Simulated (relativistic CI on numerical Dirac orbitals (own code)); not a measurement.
**Ligand-field terms of d2**

Computed with a parametric ligand-field model of a d^n configuration (Racah B and C, spin-orbit zeta, crystal field), exact diagonalisation.

Field parameters in Wybourne normalisation: Oh B⁴₀ = 21Dq, B⁴₄ = √(5/14) B⁴₀; Td as Oh with Dq negative (B⁴₀ = 21Dq, B⁴₄ = √(5/14) B⁴₀). The field is a parameter set, without covalency.

(1) Ground term and bands for B = 340, C = 1360, ζ = 0 cm⁻¹, Oh, 10Dq = 3450 cm⁻¹?

(2) Ground term and bands for B = 980, C = 4010, ζ = 0 cm⁻¹, Oh, 10Dq = 3600 cm⁻¹?

(3) A d2 ion in Oh symmetry has the ground term 3T1 and bands at 3T2 12423 cm⁻¹ (805 nm), 1T2 14272 cm⁻¹ (701 nm), 1E 14611 cm⁻¹ (684 nm), 3T1 24196 cm⁻¹ (413 nm), 3A2 26273 cm⁻¹ (381 nm), 1A1 28167 cm⁻¹ (355 nm). Which parameters reproduce them?

(4) A d2 ion in Td symmetry has the ground term 3A2 and bands at 3T2 5850 cm⁻¹ (1709 nm), 3T1 9703 cm⁻¹ (1031 nm), 1E 10056 cm⁻¹ (994 nm), 1T2 15622 cm⁻¹ (640 nm), 1A1 16187 cm⁻¹ (618 nm), 3T1 17147 cm⁻¹ (583 nm). Which parameters reproduce them?

(5) Ground term and bands for B = 820, C = 4240, ζ = 0 cm⁻¹, Oh, 10Dq = 11550 cm⁻¹?

## Answers

(1) Ground term 3T1 with 0.08 electrons in the two orbitals of the cubic e set. Spin-allowed: 3T2 3016 cm⁻¹ (3315 nm), 3A2 6466 cm⁻¹ (1546 nm), 3T1 7683 cm⁻¹ (1302 nm). Lowest spin-forbidden: 1T2 4951 cm⁻¹ (2020 nm), 1E 5141 cm⁻¹ (1945 nm), 1T2 8852 cm⁻¹ (1130 nm).

(2) Ground term 3T1 with 0.14 electrons in the two orbitals of the cubic e set. Spin-allowed: 3T2 3002 cm⁻¹ (3331 nm), 3A2 6602 cm⁻¹ (1515 nm), 3T1 17104 cm⁻¹ (585 nm). Lowest spin-forbidden: 1T2 13913 cm⁻¹ (719 nm), 1E 14748 cm⁻¹ (678 nm), 1T2 21191 cm⁻¹ (472 nm).

(3) B = 880, C = 4230, ζ = 0 cm⁻¹, Oh, 10Dq = 13850 cm⁻¹.

(4) B = 620, C = 2730, ζ = 0 cm⁻¹, Td, 10Dq = -5850 cm⁻¹.

(5) Ground term 3T1 with 0.06 electrons in the two orbitals of the cubic e set. Spin-allowed: 3T2 10292 cm⁻¹ (972 nm), 3T1 21335 cm⁻¹ (469 nm), 3A2 21842 cm⁻¹ (458 nm). Lowest spin-forbidden: 1T2 13897 cm⁻¹ (720 nm), 1E 14246 cm⁻¹ (702 nm), 1T2 26038 cm⁻¹ (384 nm).
